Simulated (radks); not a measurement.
Initial-state core-level shifts of the strontium ion Sr+ when its valence configuration changes from [Kr] 5s1. Calculated with a radial shooting solver on a logarithmic mesh with Libxc functionals: Dirac Kohn-Sham, PBE, spin-unpolarised, spherical densities, finite nucleus; open shells fill j = l - 1/2 first; Fermi nuclear charge, rms radius 4.224 fm. Shifts are changes of the shell-averaged eigenvalues in eV (positive: less bound); the change of the density at the nucleus, which sets a Mossbauer isomer shift, is in e/bohr^3, on a base of 6.098e+04.

| valence | 1s | 2p | 3s | 3d | density at nucleus |
|---|---|---|---|---|---|
| 5p1 | -1.219 | -1.220 | -1.224 | -1.222 | -7.251 |
| 4d0.5 5s0.5 | +1.080 | +1.168 | +1.158 | +1.167 | -4.428 |
| 5s0.5 5p0.5 | -0.612 | -0.613 | -0.615 | -0.614 | -3.593 |
| 4d1 | +1.999 | +2.163 | +2.149 | +2.165 | -8.422 |
